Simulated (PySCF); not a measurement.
F3GeHO, SMILES [OH][Ge]([F])([F])[F].

Geometry optimised at PBE0-D3(BJ)/def2-SVP. The values are those of a single conformer.

The numbers are results of ωB97X/def2-TZVP (PySCF), not measurements.

Symmetry labels are those of the subgroup Cs that the program uses (full group Cs).

Computed valence orbital energies around the gap with their symmetry:
```csv
orbital,symmetry,energy (eV)
HOMO−7,A',-15.74
HOMO−6,A",-15.35
HOMO−5,A',-15.34
HOMO−4,A',-14.96
HOMO−3,A",-14.95
HOMO−2,A",-14.73
HOMO−1,A',-14.04
HOMO,A",-13.28
LUMO,A',0.89
LUMO+1,A',3.22
LUMO+2,A',4.03
LUMO+3,A",4.24
```
